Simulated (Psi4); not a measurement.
A dimer, H2 ··· Na+ (SMILES [H][H] and [Na+]) (charge +1); the first 2 atoms form monomer A.

```
3

H      0.3719     0.0000     0.0000
H     -0.3719     0.0000     0.0000
Na     3.1330     0.0003     0.0008
```

Task: What interaction energy does SAPT0/jun-cc-pVDZ, all electrons correlated (Psi4) give, and which attractive term is the largest?

Result: Total -0.26 kcal/mol: electrostatics 1.38, exchange 0.16, induction -1.79, dispersion -0.01. The most attractive term is induction.
